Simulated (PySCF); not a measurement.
A geometry optimisation, step by step.

Compound: CH6GaN.
Bonds: C1–N2, N2–Ga3. Hydrogens: H4, H5, H6 on C1; H7 on N2; H8, H9 on Ga3.

Computed by this run: PySCF 2.14.0, PBE0-D3(BJ)/def2-SVP geometry optimisation, gas phase; density fitting, grid level 1; the optimiser is geomeTRIC in internal coordinates, started from a GFN2-xTB structure with every atom displaced at random (about 0.01 Å). The frame can shift and turn from step to step; on so coarse a grid that alone can change the energy by a few meV, and forces under 0.02 eV/Å are noise.

Step 0: E = -54984.1526 eV, largest atomic force 1.703 eV/Å
```
atom  x, y, z in Å  |  force x, y, z in eV/Å
C1     -1.156   -0.493   -0.200   -0.210   1.658  -0.325
N2     -0.189    0.475    0.296   -0.483  -0.469  -0.149
Ga3     1.591    0.346    0.086    0.652   0.338   0.220
H4     -0.618   -1.270   -0.730    0.025  -0.578  -0.212
H5     -1.871    0.000   -0.919    0.367  -0.455   0.295
H6     -1.765   -0.906    0.607   -0.154  -0.417   0.250
H7     -0.622    1.243    0.794    0.061   0.123   0.074
H8      2.176   -0.869   -0.692   -0.093  -0.156  -0.101
H9      2.510    1.457    0.724   -0.165  -0.045  -0.051
```

Step 1: E = -54984.1941 eV, largest atomic force 0.523 eV/Å
```
atom  x, y, z in Å  |  force x, y, z in eV/Å
C1     -1.196   -0.433   -0.274    0.126  -0.263   0.080
N2     -0.153    0.380    0.288    0.174   0.429   0.244
Ga3     1.663    0.301    0.177   -0.179  -0.160  -0.149
H4     -0.749   -1.280   -0.819   -0.069   0.012  -0.002
H5     -1.826    0.120   -0.992   -0.078   0.019  -0.035
H6     -1.863   -0.863    0.502    0.036   0.052  -0.117
H7     -0.509    1.174    0.817   -0.043  -0.140  -0.103
H8      2.281   -0.903   -0.613   -0.009   0.041   0.034
H9      2.407    1.480    0.876    0.041   0.010   0.049
```

Step 2: E = -54984.2028 eV, largest atomic force 0.250 eV/Å
```
atom  x, y, z in Å  |  force x, y, z in eV/Å
C1     -1.162   -0.433   -0.270   -0.127   0.060   0.075
N2     -0.177    0.436    0.318    0.240  -0.033  -0.061
Ga3     1.628    0.301    0.164    0.004   0.065   0.076
H4     -0.669   -1.263   -0.800    0.014   0.023   0.008
H5     -1.802    0.085   -1.009   -0.027  -0.014  -0.003
H6     -1.833   -0.889    0.483   -0.018   0.000  -0.011
H7     -0.552    1.223    0.839   -0.118  -0.101  -0.072
H8      2.190   -0.922   -0.632   -0.020   0.009  -0.010
H9      2.432    1.438    0.873    0.051  -0.008  -0.002
```

Step 3: E = -54984.2075 eV, largest atomic force 0.064 eV/Å
```
atom  x, y, z in Å  |  force x, y, z in eV/Å
C1     -1.167   -0.435   -0.270   -0.012   0.015  -0.009
N2     -0.168    0.428    0.305    0.043  -0.004  -0.036
Ga3     1.640    0.312    0.169   -0.017   0.009   0.043
H4     -0.686   -1.271   -0.801    0.012   0.000  -0.006
H5     -1.812    0.083   -1.006    0.013   0.001   0.012
H6     -1.836   -0.882    0.488   -0.004  -0.002   0.026
H7     -0.556    1.209    0.821   -0.063   0.011   0.008
H8      2.191   -0.910   -0.633    0.024  -0.005  -0.017
H9      2.449    1.441    0.889    0.003  -0.026  -0.021
```

Step 4: E = -54984.2082 eV, largest atomic force 0.031 eV/Å
```
atom  x, y, z in Å  |  force x, y, z in eV/Å
C1     -1.167   -0.435   -0.270   -0.006  -0.020  -0.006
N2     -0.169    0.430    0.303    0.017   0.021  -0.015
Ga3     1.639    0.310    0.173   -0.024   0.002   0.011
H4     -0.683   -1.271   -0.799   -0.002  -0.003  -0.005
H5     -1.812    0.081   -1.006    0.004   0.002   0.003
H6     -1.835   -0.880    0.491    0.001  -0.005   0.005
H7     -0.566    1.210    0.817   -0.005   0.008   0.008
H8      2.194   -0.906   -0.638    0.005   0.001  -0.001
H9      2.453    1.435    0.892    0.011  -0.006  -0.002
```

Step 5: E = -54984.2084 eV, largest atomic force under 0.02 eV/Å
```
atom  x, y, z in Å  |  force x, y, z in eV/Å
C1     -1.165   -0.436   -0.270   -0.004  -0.008   0.004
N2     -0.170    0.436    0.302   -0.008   0.010  -0.013
Ga3     1.637    0.313    0.175   -0.011  -0.002   0.006
H4     -0.678   -1.270   -0.799    0.001   0.002  -0.001
H5     -1.813    0.077   -1.006    0.000   0.001   0.001
H6     -1.830   -0.883    0.492    0.004  -0.003  -0.002
H7     -0.573    1.213    0.815    0.009  -0.001   0.003
H8      2.188   -0.904   -0.639    0.004   0.001   0.002
H9      2.459    1.430    0.895    0.005   0.000   0.000
```

**Question.** Summarise the path.

**Answer.** The energy falls by 1.29 kcal/mol from step 0 to step 5; nine tenths of that is first reached at step 3. It falls at every step. The largest force goes from 1.703 to under 0.02 eV/Å. Among the bonds C1–H5 changes most, from 1.127 to 1.107 Å; the atoms move by 0.048 Å rms after alignment.

**Question.** Follow the three bonds and two angles with the largest change from start to end.

**Answer.** 
```
step  E above end (kcal/mol)  largest force (eV/Å)  C1–H5 (Å)  N2–Ga3 (Å)  C1–H4 (Å)  H8–Ga3–H9 (°)  H4–C1–H6 (°)
   0                    1.29                 1.703      1.127       1.798      1.084          122.2         111.6
   1                    0.33                 0.523      1.104       1.822      1.102          128.2         106.9
   2                    0.13                 0.250      1.106       1.817      1.101          128.0         106.8
   3                    0.02                 0.064      1.107       1.816      1.101          128.2         106.8
   4                    0.00                 0.031      1.107       1.816      1.101          127.8         106.9
   5                    0.00            under 0.02      1.107       1.816      1.101          127.7         106.9
```

What follows is the cost of the whole optimisation. Time: 23 s of wall time; peak memory 0.37 GiB. Hardware: Arm Neoverse N1, one thread, on a shared host.
